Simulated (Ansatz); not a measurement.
Basis-set extrapolation for CH5BO2Si (`O=C[SiH2]BO`) (PBE0-D4/def2-TZVP geometry, frozen core, Ansatz 0.2.0). Multiplicity 1, RHF reference.

|  | def2-TZVPP | def2-QZVPP |
| --- | --- | --- |
| HF | -504.235634 | -504.254413 |
| MP2 correlation | -0.846509 | -0.910216 |
| CCSD(T) correlation | -0.919915 | not run |

Energies in hartree. Use E(X) = E(∞) + A·exp(−7.88·√X) for Hartree–Fock and E(X) = E(∞) + B·X^(−2.97) for correlation, with X = 3 and 4, and add CCSD(T) minus MP2 of the smaller set to the MP2 limit.

Q: What is the CCSD(T) energy at the basis-set limit?

A: HF limit: -504.254413 + (-0.018779) × 0.13774 = -504.25700. MP2 limit: -0.910216 + (-0.063707) × 0.74074 = -0.95741. Higher-order term: -0.919915 − (-0.846509) = -0.07341. Total: -505.28782 hartree, 3.60 eV below CCSD(T)/def2-TZVPP.
